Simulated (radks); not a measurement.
S2+, configuration [Ne] 3s2 3p2.

Calculated with a radial shooting solver on a logarithmic mesh with Libxc functionals: scalar-relativistic Kohn-Sham, PBE, spin-polarised, spherical densities, finite nucleus; open shells are filled with parallel spins first; Fermi nuclear charge, rms radius 3.2611 fm.

Energy parts (eV):
total: -10825.833
kinetic: 10868.720
electron-nucleus: -25474.337
Hartree: 4455.273
exchange-correlation: -675.489

Orbitals (lengths in bohr, moments of r in powers of bohr; <r^-3> diverges for s and p1/2; r(max) is where P^2 peaks):
| orbital | occ. | eigenvalue (eV) | r(max) | <r^-3> | <1/r> |
|---|---|---|---|---|---|
| 1s up | 1 | -2432.344 | 0.06330 | - | 15.66 |
| 1s down | 1 | -2432.003 | 0.06329 | - | 15.66 |
| 2s up | 1 | -237.4071 | 0.3880 | - | 3.068 |
| 2s down | 1 | -237.0643 | 0.3881 | - | 3.067 |
| 2p up | 3 | -182.3423 | 0.3254 | 81.64 | 2.962 |
| 2p down | 3 | -181.8705 | 0.3257 | 81.55 | 2.962 |
| 3s up | 1 | -40.4746 | 1.370 | - | 0.8724 |
| 3s down | 1 | -37.7244 | 1.362 | - | 0.8740 |
| 3p up | 2 | -29.0063 | 1.493 | 7.537 | 0.7674 |
| 3p down | 0 | -26.3545 | 1.492 | 7.471 | 0.7604 |
| 3d up | 0 | -13.8579 | 1.830 | 0.3650 | 0.5336 |
| 4s up | 0 | -12.0348 | 3.623 | - | 0.3449 |
| 3d down | 0 | -11.7659 | 1.928 | 0.3305 | 0.5059 |

The highest occupied level is 3p up at -29.006 eV. For comparison, the ionisation energy in NIST's Atomic Spectra Database is 34.86 eV (semi-empirical). In exact Kohn-Sham theory the highest level is minus the ionisation energy, but local and semilocal functionals leave it too shallow, through self-interaction and a potential that decays too fast; potentials with the right tail come closer. The electron density at the nucleus is 2960 e/bohr^3 (large components only). The density falls to 0.001 e/bohr^3 at r = 3.38 bohr. The spin density at the nucleus is -0.2885 e/bohr^3 (1s -0.2458, 2s 0.1079, 3s -0.1506). Spin moment in Bohr magnetons: 2. Summed over all electrons, <r^2> = 14.89 bohr^2, which gives a Langevin (diamagnetic) susceptibility term of -11.8 x 10^-6 cm^3/mol.
